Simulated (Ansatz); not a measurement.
Ansatz (a program for electronic structure) input (r2SCANh/def2-TZVPD):

Ansatz 0.2 input:
```yaml
crystal:
  periodic: [false, false, false]
  atoms:
    - {symbol: C, position_ang: [1.74294063, -1.05435017, 1.04366569]}
    - {symbol: Sn, position_ang: [-0.02184038, -0.23286217, 0.15473012]}
    - {symbol: C, position_ang: [-1.94785987, -1.13049913, 0.40810293]}
    - {symbol: Cl, position_ang: [0.37494932, -0.10336926, -2.16499733]}
    - {symbol: Cl, position_ang: [-0.19770700, 1.99312718, 0.90930832]}
    - {symbol: H, position_ang: [1.89966732, -2.06348044, 0.66760719]}
    - {symbol: H, position_ang: [2.58294682, -0.42103824, 0.76825346]}
    - {symbol: H, position_ang: [1.62805612, -1.06911105, 2.12575202]}
    - {symbol: H, position_ang: [-2.20088567, -1.14811016, 1.46640108]}
    - {symbol: H, position_ang: [-1.92927447, -2.14247956, 0.00825624]}
    - {symbol: H, position_ang: [-2.67209509, -0.52946079, -0.13667459]}
basis:
  gaussian:
    orbitals: def2-TZVPD
hamiltonian:
  xc: {name: r2SCANh}
output: {forces: true}
```

Output:

```
Functional definition: r2SCANh
integrals: 0.31 GiB planned
1623 factors; their error is unknown
0.45 GiB of the device are held for the grids
1.80 GiB of device memory are held for the factors and their scratch space
mean field: 1.80 GiB planned
mean field evaluation 1: about -33040.0579 eV, gradient 7.3e1 eV
mean field evaluation 2: about -33032.2856 eV, gradient 8.6e1 eV
mean field evaluation 4: about -33052.1631 eV, gradient 3.9e0 eV
mean field evaluation 8: about -33052.1965 eV, gradient 8.0e-2 eV
mean field evaluation 16: about -33052.2157 eV, gradient 7.9e-5 eV
mean field -33052.21570093 eV, -1214.6465234126 hartree, gradient 1.4e-5 eV, S^2 0.000000; 0 other end points of the search recorded, 0 dependent functions left out
the calculation of the forces begins
reference -33052.21572697 eV, -1214.6465243696 hartree; 37, 37 occupied and 239, 239 virtual orbitals, 1623 factors
Total energy: -33052.21572697 eV, -1214.6465243696 hartree
Atom 0 at     1.742941    -1.054350     1.043666 Å, force    -0.184443     0.089268    -0.095232 eV/Å
Atom 1 at    -0.021840    -0.232862     0.154730 Å, force     0.004956     0.052841    -0.035111 eV/Å
Atom 2 at    -1.947860    -1.130499     0.408103 Å, force     0.201936     0.097240    -0.028697 eV/Å
Atom 3 at     0.374949    -0.103369    -2.164997 Å, force    -0.047201    -0.010044     0.275303 eV/Å
Atom 4 at    -0.197707     1.993127     0.909308 Å, force     0.021669    -0.262175    -0.094422 eV/Å
Atom 5 at     1.899667    -2.063480     0.667607 Å, force    -0.005025     0.017948     0.003106 eV/Å
Atom 6 at     2.582947    -0.421038     0.768253 Å, force    -0.012573    -0.005070     0.001115 eV/Å
Atom 7 at     1.628056    -1.069111     2.125752 Å, force    -0.000981     0.003141    -0.018607 eV/Å
Atom 8 at    -2.200886    -1.148110     1.466401 Å, force     0.007019     0.003306    -0.017229 eV/Å
Atom 9 at    -1.929274    -2.142480     0.008256 Å, force     0.002974     0.018113     0.004484 eV/Å
Atom 10 at    -2.672095    -0.529461    -0.136675 Å, force     0.011669    -0.004570     0.005290 eV/Å
Dipole moment:    -0.064310    -0.685677     0.455613 e Å
```
